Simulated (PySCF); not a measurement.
Work out the structure from these simulated measurements.

Formula: C9H14O2.

| Quantity | Value |
| --- | --- |
| Triplet | lowest triplet excitation (Tamm–Dancoff): 5.31 eV [TDA CAM-B3LYP/def2-SVPD] |
| Dipole | 2.01 D [CAM-B3LYP/def2-SVPD] |
| Couplings | largest of the computed one-bond spin–spin couplings (means over like bonds): 13C–1H +229.6, 13C–1H +157.0, 13C–1H +146.9, 13C–1H +146.6, 13C–1H +140.1, 13C–1H +138.5, 13C–1H +136.9, 13C–1H +134.8 Hz [B3LYP/pcJ-1, spin–dipole term left out] |
| UV, first state | lowest singlet excitation: 5.86 eV (212 nm, f = 0.002) [TDDFT CAM-B3LYP/def2-SVPD] |
| Polarisability | 105.3 au [CAM-B3LYP/def2-SVPD] |
| Rotational structure | rotational constants A, B, C: 1.885, 0.855, 0.670 GHz [PBE0-D3(BJ)/def2-SVP] |
| NMR, other nuclei | isotropic shieldings of nuclei other than C and H, by class: -111 (1 O), 83 (1 O) ppm [GIAO PBE0/pcSseg-1] |
| 13C NMR | chemical shifts (computed TMS as zero) by class: 164.9 (1 C), 66.9 (1 C), 44.4 (1 C), 33.5 (1 C), 32.5 (1 C), 26.5 (1 C), 25.7 (1 C), 25.1 (1 C), 24.1 (1 C) ppm [GIAO PBE0/pcSseg-1] |
| 1H NMR | chemical shifts (computed TMS as zero) by class: 7.76 (1 H), 5.06 (1 H), 2.05 (1 H), 2.01 (1 H), 1.92 (1 H), 1.83 (1 H), 1.82 (1 H), 1.70 (1 H), 1.50 (1 H), 1.49 (1 H), 1.43 (1 H), 1.20 (1 H), 1.01 (1 H), 0.98 (1 H) ppm [GIAO PBE0/pcSseg-1] |

Electronic properties: PySCF, gas phase, density fitting. Levels stand in brackets. The structure is a single PBE0-D3(BJ)/def2-SVP conformer in the gas phase; no vibrational or solvent corrections. NMR classes are plain means over equivalent atoms (diastereotopic ones count apart unless rotation or inversion swaps them), as if these changed places fast.

Question: Give a SMILES that accounts for the data.

Answer: Numbering: `[O:1]=[CH:2][O:3][C@@H:4]1[CH2:5][C@H:6]2[CH2:7][CH2:8][CH2:9][CH2:10][C@@H:11]12`. Its formula, C9H14O2, gives 3 degrees of unsaturation: 2 rings and 1 π bond in the structure found. 9 carbons fall into 9 classes; from least to most shielded: ester carbonyl carbon [C2] (164.9 ppm), ring sp3 carbon bound to oxygen [C4] (66.9 ppm), sp3 carbon at a ring junction [C11] (44.4 ppm), four-membered-ring carbon [C5] (33.5 ppm), ring CH2 carbon [C7] (32.5 ppm), ring CH2 carbon [C10] (26.5 ppm), ring CH2 carbon [C8] (25.7 ppm), sp3 carbon at a ring junction [C6] (25.1 ppm), ring CH2 carbon [C9] (24.1 ppm). Hydrogen classes from least to most shielded: 1 H on an ester carbonyl carbon, C2 (7.76 ppm), 1 H on an sp3 carbon bound to oxygen, C4 (5.06 ppm), 1 H on a four-membered-ring carbon, C5 (2.05 ppm), 1 H on a ring CH2 carbon, C10 (2.01 ppm), 1 H on an sp3 carbon at a ring junction, C11 (1.92 ppm), 1 H on a ring CH2 carbon, C7 (1.83 ppm), 1 H on an sp3 carbon at a ring junction, C6 (1.82 ppm), 1 H on a four-membered-ring carbon, C5 (1.70 ppm), 1 H on a ring CH2 carbon, C9 (1.50 ppm), 1 H on a ring CH2 carbon, C8 (1.49 ppm), 1 H on a ring CH2 carbon, C9 (1.43 ppm), 1 H on a ring CH2 carbon, C10 (1.20 ppm); 2 more classes are left out. The other shieldings belong to: -111 ppm, ester carbonyl oxygen [O1]; 83 ppm, ester single-bonded oxygen [O3]. The couplings run between: +229.6 Hz, ester carbonyl carbon [C2] and its hydrogen; +157.0 Hz, sp3 carbon bound to oxygen [C4] and its hydrogen; +146.9 Hz, sp3 carbon at a ring junction [C6] and its hydrogen; +146.6 Hz, four-membered-ring carbon [C5] and its hydrogen; +140.1 Hz, four-membered-ring carbon [C5] and its hydrogen; +138.5 Hz, sp3 carbon at a ring junction [C11] and its hydrogen; +136.9 Hz, ring CH2 carbon [C10] and its hydrogen; +134.8 Hz, ring CH2 carbon [C9] and its hydrogen. The optimised geometry has point group C1 and is an asymmetric top. Structure: `C1CCC[C@H]2[C@@H]1[C@@H](C2)OC=O`. Computed isomers that give other values at the same levels: `C=C(C)[C@@H]1OC[C@@H](CC)C1=O` (smallest rotational constant: 0.623 GHz; this holds for the one conformer computed); `C=C1CCC(OC(C)=O)CC1` (rotational constant A: 2.947 GHz; this holds for the one conformer computed). The assignments are read from this structure; whether some other isomer fits the data as well wasn't checked. The mirror image fits equally.
